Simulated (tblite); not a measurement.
Compound: C6H15O2P.
Cartesian coordinates in Å at the GFN2-xTB level; atoms count from 1:
```xyz
24
C6H15O2P angstrom
C      3.832   -0.356   -0.261
C      2.557    0.395    0.105
C      1.321   -0.278   -0.485
C      0.030    0.429   -0.095
P     -1.362   -0.410   -0.953
O     -1.152   -0.681   -2.381
O     -1.524   -1.792   -0.125
C     -2.909    0.508   -0.571
C     -3.164    0.676    0.917
H      3.947   -0.405   -1.341
H      3.798   -1.373    0.125
H      4.703    0.141    0.157
H      2.622    1.421   -0.264
H      2.461    0.439    1.192
H      1.274   -1.315   -0.145
H      1.391   -0.293   -1.575
H      0.046    1.472   -0.417
H     -0.127    0.394    0.982
H     -1.510   -2.505   -0.766
H     -3.708   -0.068   -1.046
H     -2.852    1.471   -1.080
H     -2.442    1.359    1.358
H     -3.083   -0.284    1.421
H     -4.161    1.075    1.089
```

Method: GFN2-xTB as coded in tblite; computed harmonic values from a numerical Hessian at the method's own geometry, unscaled. This tight-binding method is rough: wavenumbers can miss measured ones by several per cent, in bad cases by 10 to 20. One conformer, not necessarily the lowest.

Harmonic wavenumbers (cm⁻¹): 42.8, 60.3, 71.1, 91.8, 118.1, 154.9, 182.1, 204.5, 231.5, 241.0, 262.3, 284.8, 348.0, 371.7, 412.5, 431.8, 683.9, 721.1, 741.3, 782.6, 792.2, 816.8, 888.2, 911.1, 937.9, 971.5, 1008.1, 1012.3, 1070.1, 1086.9, 1101.3, 1114.8, 1200.0, 1204.2, 1209.8, 1240.1, 1259.5, 1275.4, 1281.5, 1308.7, 1365.0, 1407.9, 1416.0, 1435.0, 1442.6, 1489.1, 1495.5, 1497.5, 1499.4, 1502.7, 1506.0, 2949.9, 2957.1, 2964.2, 2969.8, 2978.1, 2979.7, 2983.4, 2991.1, 3027.3, 3033.4, 3037.3, 3039.7, 3041.6, 3044.3, 3581.2.

A = 2456, B = 648.2, C = 591.7 MHz; mass 150.081 u (most abundant isotopes); point group C1, symmetry number 1.

Problem. What is the zero-point energy?

Solution. Half the sum of the wavenumbers: 44882 cm⁻¹ = 536.90 kJ/mol.

Problem. What is S at 200 K and 1 bar for an ideal gas of classical rigid rotors and harmonic oscillators?

Solution. Translation 163.05, rotation 121.43, vibration 117.36: S = 401.8 J/(mol K).

Problem. And Cp and H(200 K) − H(0)?

Solution. Cp = 149.45 J/(mol K), of which vibrations give 116.19 (their classical limit is 66 R = 548.8); H(200 K) − H(0) = 19.24 kJ/mol without the zero-point energy, 12.59 from vibrations.

Problem. Blend soft modes into free rotors: weight 1/[1 + (100 cm⁻¹/ν̃)⁴] for the oscillator and the rest for a rotor with moment μB/(μ + B), μ = h/(8π²ν), B = 10⁻⁴⁴ kg m². What vibrational entropy results?

Solution. 108.42 J/(mol K) in place of 117.36, which changes −T·S at 200 K by +1.79 kJ/mol.

Problem. How do the functions run with temperature in this model?

Solution. 
```tsv
T (K)	S (J/(mol K))	Cp (J/(mol K))	H − H(0) (kJ/mol)	G − H(0) (kJ/mol)	ln q(vib)
100	315.9	101.4	6.57	-25.02	2.65
300	471.2	196.8	36.51	-104.85	10.20
500	594.2	289.5	85.47	-211.65	17.03
800	752.6	384.1	187.69	-414.42	26.54
1000	843.1	426.4	268.94	-574.18	32.40
```

q(vib) and H(0) count from the zero-point level.

Problem. Which modes carry the vibrational entropy at 200 K?

Solution. 42.8 cm⁻¹: 18.14; 60.3 cm⁻¹: 15.32; 71.1 cm⁻¹: 13.98; 91.8 cm⁻¹: 11.91; 118.1 cm⁻¹: 9.92; 154.9 cm⁻¹: 7.83 J/(mol K); the other 60 give 40.25 together.

Hindered rotation and anharmonicity are outside this model. Other conformers, if any are populated, would add a mixing term that is left out. The structure is chiral; the term R ln 2 for an equal mix with its mirror image is left out.
